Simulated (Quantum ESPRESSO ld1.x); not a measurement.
Species: the tungsten ion W55+. Configuration: [Ar] 4s1 (not the ground configuration). Method: scalar-relativistic Kohn-Sham, LDA (Slater exchange, Perdew-Zunger correlation), spin-polarised, spherical densities, point nucleus; open shells are filled with parallel spins first; computed with ld1.x of Quantum ESPRESSO 7.5.

Unscreened Slater integrals over Kohn-Sham orbitals (hartree). They are taken over the spin-up orbitals. Empty in this configuration: 3d, 4p.

\begin{tabular}{lr}
integral & value \\ \hline
F0(4p,4p) & 2.4924 \\
F2(4p,4p) & 1.2816 \\
F0(4p,4s) & 2.5016 \\
G1(4p,4s) & 1.6723 \\
F0(4p,3d) & 3.1403 \\
F2(4p,3d) & 0.94744 \\
G1(4p,3d) & 0.30203 \\
G3(4p,3d) & 0.31081 \\
F0(4p,3p) & 3.0715 \\
F2(4p,3p) & 1.0201 \\
G0(4p,3p) & 0.27883 \\
G2(4p,3p) & 0.33425 \\
F0(4s,4s) & 2.5128 \\
F0(4s,3d) & 3.1456 \\
G2(4s,3d) & 0.30213 \\
F0(4s,3p) & 3.0771 \\
G1(4s,3p) & 0.32584 \\
F0(3d,3d) & 5.5137 \\
F2(3d,3d) & 2.8608 \\
F4(3d,3d) & 1.8533 \\
F0(3d,3p) & 5.0914 \\
F2(3d,3p) & 2.4379 \\
G1(3d,3p) & 2.5544 \\
G3(3d,3p) & 1.7250 \\
F0(3p,3p) & 4.8506 \\
F2(3p,3p) & 2.4230 \\
\end{tabular}
